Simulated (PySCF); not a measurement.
## Radial density of Zn (zinc, neutral)

UHF, [Ar] 3d10 4s1 5s1, high-spin 3S determinant (an excited configuration). Computed with PySCF 2.14 in aug-cc-pVDZ-PP with ECP10MDF (5s5p4d2f, 54 functions), with scalar relativity through the core potential. This is the valence pseudo-density: the core potential removes the inner electrons and smooths the orbitals near the nucleus.

| r (bohr) | 4πr²ρ (e/bohr) | 4πr²(ρα − ρβ) |
| --- | --- | --- |
| 0.00638 | 1.289e-05 | 0.0000 |
| 0.0107 | 3.634e-05 | 0.0000 |
| 0.0181 | 0.0001082 | 0.0000 |
| 0.0304 | 0.0004824 | 0.0000 |
| 0.0511 | 0.005071 | 0.0000 |
| 0.0859 | 0.07088 | -0.0004 |
| 0.145 | 0.7110 | -0.0045 |
| 0.243 | 4.505 | -0.0191 |
| 0.409 | 17.80 | -0.0052 |
| 0.688 | 22.90 | -0.0337 |
| 1.16 | 7.458 | 0.1256 |
| 1.95 | 1.332 | 0.4832 |
| 3.27 | 0.2920 | 0.2539 |
| 5.51 | 0.1422 | 0.1421 |
| 9.26 | 0.1269 | 0.1269 |
| 15.6 | 0.001394 | 0.0014 |

Energies and moments cover only the electrons outside the core potential. The outer electron is Rydberg-like, and this basis confines it to a smaller radius and binds it less than a complete one would.

Q: Where is the radial spin density 4πr²(ρα − ρβ) most negative, and why is it negative at all?

A: Around r = 0.688 bohr, down to -0.0337 e/bohr: exchange with the open shell polarises the paired shells in an unrestricted calculation.
